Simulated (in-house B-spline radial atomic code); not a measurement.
Excitations of the indium ion In³⁺ by several methods

Full response, energies in eV; labels give the largest channel, * marks a mixed state, a dash one above the method's threshold, and an imaginary frequency an unstable closed-shell reference. Computed with an all-electron radial atomic-structure program (B-spline basis): linear response of the closed shell [Kr] 4d10 with each method's own kernel (bare exchange for TDHF, static screening on G0W0 levels for BSE, the adiabatic kernel for functionals); scalar-relativistic (spin-free one-electron X2C), finite nucleus, no spin-orbit coupling, no double excitations, S, P, D and F terms only; shells from n = 2 respond. Only terms of natural parity with L up to 3 were computed.

```tsv
method	4d → 5s 3D	4d → 5s 1D	4d → 5p 3P	α (bohr³)
TDHF	16.948	17.858	24.957	3.217
BSE on G0W0@HF	16.506	17.307	24.953	3.127
LDA VWN5	?	?	?	?
PBE	14.382	15.110	22.623	3.527
PBE0	15.233	15.980	23.480	3.42
B3LYP (VWN-RPA)	14.693	15.452	22.927	3.473
CAM-B3LYP	14.700	15.454	22.881	3.469
LC-wPBE	14.915	15.647	23.096	3.459
wB97X	15.604	16.117	24.014	3.454
HSE06	15.197	15.943	23.454	3.426
BHandHLYP	15.544	16.344	23.716	3.359
BLYP	13.957	14.726	22.156	3.567
PBEsol	14.468	15.198	22.754	3.529
BP86	?	?	?	?
LDA exchange-only	13.731	14.564	21.848	3.629
B97-1	15.205	15.772	23.623	3.447
RPBE	14.386	15.111	22.553	3.52
OLYP	14.534	15.295	22.554	3.453
```

Question: What does BP86 give?

Answer: 4d → 5s 3D: 14.547; 4d → 5s 1D: 15.264; 4d → 5p 3P: 22.940; α: 3.535 (eV, bohr³).

Question: What does LDA VWN5 give?

Answer: 4d → 5s 3D: 14.399; 4d → 5s 1D: 15.067; 4d → 5p 3P: 22.812; α: 3.543 (eV, bohr³).
